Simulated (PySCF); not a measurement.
## Basis-set dependence of population analyses: `CBNCC`

Compound: C₃H₁₀BN.
Structure used (PBE0-D3(BJ)/def2-SVP), in Å, numbered top down from 1:
```
atom  x, y, z in Å
C1    -2.525    0.257    0.021
B2    -1.188   -0.508    0.346
N3    -0.004   -0.256   -0.345
C4     1.291   -0.864   -0.139
C5     2.345    0.124    0.332
H6    -2.916    0.748    0.928
H7    -2.433    1.021   -0.768
H8    -3.307   -0.458   -0.289
H9    -1.148   -1.355    1.218
H10   -0.007    0.456   -1.070
H11    1.633   -1.352   -1.071
H12    1.165   -1.666    0.603
H13    2.487    0.937   -0.399
H14    3.318   -0.372    0.469
H15    2.052    0.581    1.289
```

PBE0 throughout (PySCF), one geometry, spherical d and f functions. One conformer (not necessarily the lowest) at the PBE0-D3(BJ)/def2-SVP geometry, without solvent, vibrations or thermal averaging. Atoms taken as equivalent share a column and are averaged. The first 7 of 10 kinds of atom are listed.

Mulliken charges (e):

```csv
basis,functions,C1,B2,N3,C4,C5,H6/H7/H8,H9
STO-3G,35,-0.336,+0.234,-0.366,-0.057,-0.234,+0.068,-0.072
6-31G,65,-0.719,+0.450,-0.672,-0.161,-0.488,+0.160,-0.059
pcSseg-0,65,-1.036,+0.562,-0.788,-0.271,-0.648,+0.224,+0.007
6-31G*,90,-0.703,+0.273,-0.531,-0.186,-0.528,+0.170,-0.045
cc-pVDZ,120,-0.154,-0.090,-0.045,+0.014,-0.102,+0.040,-0.054
def2-SVP,120,-0.172,-0.063,-0.152,+0.050,-0.104,+0.047,-0.050
"6-311+G(2d,p)",195,-0.662,+0.375,-0.305,-0.231,-0.516,+0.146,-0.031
aug-cc-pVDZ,205,+0.589,-0.099,-0.123,+0.815,+0.423,-0.290,+0.353
def2-TZVP,215,-0.457,+0.037,-0.270,-0.089,-0.363,+0.124,-0.019
IGLO-III,275,-0.533,+0.386,-0.341,-0.169,-0.345,+0.108,-0.093
cc-pVTZ,290,-0.361,-0.021,-0.103,-0.072,-0.291,+0.092,-0.034
pcSseg-2,320,-0.190,+0.360,-0.528,+0.170,-0.074,+0.027,-0.098
```

IAO charges (e):

| basis | functions | C1 | B2 | N3 | C4 | C5 | H6/H7/H8 | H9 |
| --- | --- | --- | --- | --- | --- | --- | --- | --- |
| STO-3G | 35 | -0.527 | +0.125 | -0.308 | -0.173 | -0.399 | +0.132 | -0.014 |
| 6-31G | 65 | -0.580 | +0.115 | -0.357 | -0.153 | -0.437 | +0.150 | -0.015 |
| pcSseg-0 | 65 | -0.571 | +0.098 | -0.337 | -0.152 | -0.432 | +0.148 | -0.018 |
| 6-31G* | 90 | -0.564 | +0.130 | -0.362 | -0.132 | -0.418 | +0.144 | -0.021 |
| cc-pVDZ | 120 | -0.563 | +0.110 | -0.353 | -0.130 | -0.417 | +0.144 | -0.017 |
| def2-SVP | 120 | -0.553 | +0.112 | -0.347 | -0.126 | -0.407 | +0.141 | -0.021 |
| 6-311+G(2d,p) | 195 | -0.582 | +0.120 | -0.370 | -0.137 | -0.430 | +0.150 | -0.017 |
| aug-cc-pVDZ | 205 | -0.578 | +0.116 | -0.366 | -0.136 | -0.428 | +0.149 | -0.017 |
| def2-TZVP | 215 | -0.582 | +0.121 | -0.370 | -0.136 | -0.430 | +0.150 | -0.018 |
| IGLO-III | 275 | -0.583 | +0.121 | -0.371 | -0.138 | -0.431 | +0.150 | -0.017 |
| cc-pVTZ | 290 | -0.583 | +0.120 | -0.369 | -0.137 | -0.431 | +0.150 | -0.018 |
| pcSseg-2 | 320 | -0.582 | +0.123 | -0.371 | -0.136 | -0.430 | +0.150 | -0.018 |

Hirshfeld charges (e):

```csv
basis,functions,C1,B2,N3,C4,C5,H6/H7/H8,H9
STO-3G,35,-0.113,+0.106,-0.149,+0.058,-0.043,+0.011,-0.089
6-31G,65,-0.177,+0.105,-0.155,+0.002,-0.103,+0.034,-0.077
pcSseg-0,65,-0.185,+0.108,-0.143,+0.005,-0.106,+0.034,-0.081
6-31G*,90,-0.176,+0.104,-0.156,-0.002,-0.104,+0.034,-0.076
cc-pVDZ,120,-0.192,+0.111,-0.147,-0.007,-0.114,+0.037,-0.078
def2-SVP,120,-0.196,+0.115,-0.151,-0.008,-0.117,+0.038,-0.079
"6-311+G(2d,p)",195,-0.196,+0.128,-0.173,-0.019,-0.118,+0.038,-0.070
aug-cc-pVDZ,205,-0.204,+0.128,-0.171,-0.022,-0.126,+0.040,-0.069
def2-TZVP,215,-0.200,+0.126,-0.169,-0.019,-0.122,+0.039,-0.071
IGLO-III,275,-0.203,+0.129,-0.172,-0.022,-0.125,+0.039,-0.069
cc-pVTZ,290,-0.201,+0.125,-0.165,-0.017,-0.123,+0.039,-0.073
pcSseg-2,320,-0.204,+0.130,-0.171,-0.022,-0.126,+0.040,-0.070
```

Some averages cover members that differ in this geometry, most widely: H6/H7/H8, Mulliken in aug-cc-pVDZ -0.349 to -0.255; H6/H7/H8, Mulliken in 6-311+G(2d,p) +0.121 to +0.159; H6/H7/H8, Mulliken in cc-pVDZ +0.021 to +0.050; H6/H7/H8, Mulliken in def2-SVP +0.028 to +0.057 e.

Question: Which scheme is steadiest as the basis changes?

Answer: Largest range over the bases for any column: IAO 0.06 e, Hirshfeld 0.09 e, Mulliken 1.62 e. IAO charges move least and Mulliken charges most, counted in e. Without the minimal STO-3G basis the ranges are IAO 0.03, Hirshfeld 0.03, Mulliken 1.62 e.

Question: How much do the charges still move between the two largest bases, cc-pVTZ and pcSseg-2?

Answer: At most, over all atoms: Mulliken 0.425 e, IAO 0.003 e, Hirshfeld 0.007 e.

Question: What do the same runs give for the total energy, the frontier levels and the dipole moment?

Answer: 
| basis | energy (Eh) | HOMO (eV) | LUMO (eV) | μ (D) |
| --- | --- | --- | --- | --- |
| STO-3G | -197.3251 | -5.52 | 4.40 | 1.93 |
| 6-31G | -199.6853 | -7.31 | 1.36 | 1.72 |
| pcSseg-0 | -199.2917 | -7.60 | 1.15 | 1.87 |
| 6-31G* | -199.7287 | -7.31 | 1.33 | 1.68 |
| cc-pVDZ | -199.7447 | -7.43 | 1.05 | 1.69 |
| def2-SVP | -199.5941 | -7.49 | 1.02 | 1.72 |
| 6-311+G(2d,p) | -199.7937 | -7.56 | 0.18 | 1.61 |
| aug-cc-pVDZ | -199.7566 | -7.54 | -0.08 | 1.61 |
| def2-TZVP | -199.8075 | -7.55 | 0.75 | 1.62 |
| IGLO-III | -199.8157 | -7.55 | 0.59 | 1.60 |
| cc-pVTZ | -199.8054 | -7.54 | 0.81 | 1.63 |
| pcSseg-2 | -199.8110 | -7.57 | 0.57 | 1.61 |

The dipole is fixed by the density alone, so its range of 0.33 D shows that the density itself changes with the basis, not only its division among atoms.
